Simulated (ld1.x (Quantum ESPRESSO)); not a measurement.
**Pt (Z = 78), TM: configuration errors across variants**

```json
{
  "Element": "platinum (Pt)",
  "Generator": "ld1.x (Quantum ESPRESSO) 7.5",
  "Type": "norm-conserving Troullier–Martins (Kleinman–Bylander form)",
  "Functional": "PBEsol",
  "Relativity": "scalar-relativistic",
  "Frozen core": "[Kr] 4d10",
  "Valence charge": "32",
  "Reference configuration": "4f14 5s2 5p6 5d9 6s0 6p0 (charge +1)",
  "Partial waves": "5s (bound): rc 1.30 bohr; 5p (bound): rc 1.05 bohr; 5d (bound): rc 2.30 bohr; 4f (bound): rc 0.70 bohr",
  "Local potential": "all-electron potential smoothed inside 1.30 bohr (lloc = -2)",
  "Core correction": "none"
}
```

All-electron excitation energies from the reference (eV): (1) 4f14 5s2 5p6 5d9 6s1 6p0 -9.225; (2) 4f14 5s2 5p6 5d8 6s0 6p0 19.996; (3) 4f14 5s2 5p6 5d7 6s0 6p0 52.244; (4) 4f14 5s2 5p6 5d8 6s2 6p0 -8.237; (5) 4f14 5s2 5p5 5d9 6s1 6p0 52.957; (6) 4f13 5s2 5p6 5d10 6s1 6p0 59.740; (7) 4f14 5s2 5p6 5d9.5 6s0.5 6p0 -9.343.

Tests that are not counted but printed errors over 1 eV. “local potential the d channel”: 4f14 5s2 5p5 5d9 6s1 6p0 (pseudo-atom not self-consistent, printed error -13219 eV).

4 further variants failed, have other tests or another functional or relativity, and are left out.

A true bound ghost makes a file unfit for plane-wave use even where its test errors are small: the radial tests pick states by their node count and pass the ghost by. Where a test does run into it, the solver fails or the error is huge.

Errors AE − PS in meV (a dash: test not solved or not reliable):

| change | (1) | (2) | (3) | (4) | (5) | (6) | (7) | bound ghosts |
| --- | --- | --- | --- | --- | --- | --- | --- | --- |
| base | -342 | -1.7 | -0.9 | -780 | -611 | -1691 | -161 | not determined |
| local potential all-electron potential smoothed inside 2.72 bohr (lloc = -2) | -2292 | -42 | -182 | -5295 | -3572 | -4366 | -1074 | not determined |
| wave 5d (bound): rc 2.30 bohr becomes 5d (bound): rc 3.28 bohr | -345 | +15 | +142 | -700 | -1029 | -2937 | -170 | d |
| local potential the d channel | -799 | -5.7 | -13 | -1809 | – | -2259 | -377 | s, p |
| wave 5s (bound): rc 1.30 bohr becomes 5s (bound): rc 1.74 bohr | +469 | -1.8 | -1.1 | +1071 | +649 | -154 | +220 | not determined |
| all radii scaled by about 1.32 (s 1.72, p 1.38, d 3.04, f 0.92 bohr); local potential all-electron potential smoothed inside 1.72 bohr (lloc = -2) | +921 | +16 | +133 | +2124 | +1156 | +305 | +430 | none |

(1) Give the same row for: core correction a·sin(br)/r model core inside 0.44 bohr.

## Answers

(1) -342, –, -0.5, -780, -613, -1800, -161; bound ghosts: not determined.
